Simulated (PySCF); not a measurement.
Continuum solvent and chemical shifts

Cartesian coordinates in Å; atom numbers follow the order of the lines, from 1:
```xyz
16

N    -2.6836    1.5878    2.0113
C    -2.2737    1.0478    1.0733
C    -1.7206    0.3713   -0.0939
C    -0.2135    0.5532   -0.2152
C     0.4935   -0.2183   -1.3597
C     1.8996   -0.4202   -0.7394
Si    1.0666   -0.2414    0.9549
H    -2.2411    0.7524   -0.9901
H    -1.9754   -0.6994   -0.0179
H     0.0254    1.6276   -0.2990
H     0.0027   -1.1972   -1.4976
H     0.4767    0.2898   -2.3391
H     2.5544    0.4409   -0.9482
H     2.4315   -1.3376   -1.0252
H     0.5799   -1.5429    1.5095
H     1.7029    0.5608    2.0423
```

GIAO PBE0/pcSseg-1 in PySCF 2.14.0 with density-fitted response routines on one PBE0-D3(BJ)/def2-SVP conformer, non-relativistic, equivalent nuclei averaged. Solvents enter as an IEF-PCM continuum (chloroform with ε = 4.7, dimethylsulfoxide with ε = 46.8) around the gas-phase geometry. Shifts are referred to TMS computed in the same medium.

Gas phase, δ in ppm: C2 124.0, C5 31.0, C4 24.8, C3 21.2, C6 6.7, Si7 -20.6, H16 4.99, H15 4.60, H12 2.50, H8 2.28, H9 1.99, H10 1.70, H11 1.68, H13 1.16. Dipole moment 4.29 D.

Task: How does each δ change in the continuum?

Result: 
```
atoms                                                environment  Δδ, chloroform  Δδ, dimethylsulfoxide
   C2                                             nitrile carbon            +5.6                   +7.9
   C5                                          sp3 CH2 in a ring            +0.5                   +0.7
   C4                                        sp3 CH bonded to Si            +0.1                   +0.2
   C3                                     sp3 CH2 α to a nitrile            +0.1                   +0.2
   C6                                       sp3 CH2 bonded to Si            +0.4                   +0.5
  Si7           silicon bonded to 2 C, 2 H, in a 4-membered ring            -0.6                   -1.0
  H16  hydrogen on a silicon bonded to 2 C, in a 4-membered ring           -0.08                  -0.12
  H15  hydrogen on a silicon bonded to 2 C, in a 4-membered ring           -0.06                  -0.08
  H12                           hydrogen on an sp3 CH2 in a ring           +0.04                  +0.05
   H8                      hydrogen on an sp3 CH2 α to a nitrile           +0.24                  +0.35
   H9                      hydrogen on an sp3 CH2 α to a nitrile           +0.28                  +0.41
  H10                         hydrogen on an sp3 CH bonded to Si           +0.14                  +0.19
  H11                           hydrogen on an sp3 CH2 in a ring           +0.15                  +0.23
  H13                        hydrogen on an sp3 CH2 bonded to Si           +0.07                  +0.09
```

Changes are relative to the gas phase. The dipole moment becomes 5.15 D in chloroform, 5.50 D in dimethylsulfoxide.

Task: Which nuclei move most (in ppm), and what does the model miss?

Result: C2 (nitrile carbon, +7.9 ppm) in dimethylsulfoxide. A continuum only polarises the solute; specific hydrogen bonds, the anisotropy of aromatic solvents and changes of geometry or conformer are outside it.
